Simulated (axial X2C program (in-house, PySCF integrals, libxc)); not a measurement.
# Levels of SbF⁺ by electron attachment to SbF²⁺ (EOM-EA-CCSD)

Calculated with an axial X2C code built on PySCF integrals: two-component X2C with atomic mean-field Coulomb and Gaunt terms, Gaussian nuclei, basis Sb dyall-acv3z, F dyall-av3z with contracted cores.

R = 1.778 Å (0.960 times 1.852 Å, the PBE0 minimum at charge 1 for the lowest determinant).

Levels of SbF⁺ obtained by attaching an electron to SbF²⁺:

```
  Ω  binding energy (eV)  above lowest (cm⁻¹)                attached spinor  one-particle weight
1/2               15.900                    0             85% Sb pπ, 7% F pπ                 0.97
3/2               15.479                 3399             86% Sb pπ, 7% F pπ                 0.97
1/2               12.041                31125  56% Sb pσ, 20% Sb dσ, 9% F sσ                 0.96
1/2                7.879                64696            83% Sb sσ, 6% Sb pσ                 0.98
```

**Question.** What is the splitting of the first π pair in the table, and is it regular or inverted?

**Answer.** E(3/2) − E(1/2) = 3399 − 0 = 3399 cm⁻¹ at EOM-EA-CCSD: regular, Ω = 1/2 lower. Splittings at this level can be off by ten to twenty per cent.

This point took 15 s on 1 thread of Intel(R) Xeon(R) Processor @ 2.30GHz, on a shared host.

Reference electrons by ω block (each with its −ω partner): 1/2: 19, 3/2: 8, 5/2: 2. 10 electrons of SbF²⁺ correlated (inner shells frozen), 92 natural virtual spinors (a truncated set); levels can be off by some tenths of an eV. Roots sought by Ω: (1/2: 5, 3/2: 4, 5/2: 2, 7/2: 1); rows need 60 % one-particle weight and stop where some Ω has no more roots. Missing are any skipped roots, higher Ω and states of a further excitation; these come out far too high here and may in truth be low or lowest. T1 of the reference 0.027 (Lee–Taylor). The reference was not checked to be the lowest state of its species. Number of frozen shells: Sb 4 s, 3 p, 2 d; F 1 s. Large amplitudes in the reference (orbital relaxation or multireference character) lower the reliability. Left out with split weight: Ω = 3/2 at 8.24 eV (0.42), Ω = 5/2 at 8.21 eV (0.42).
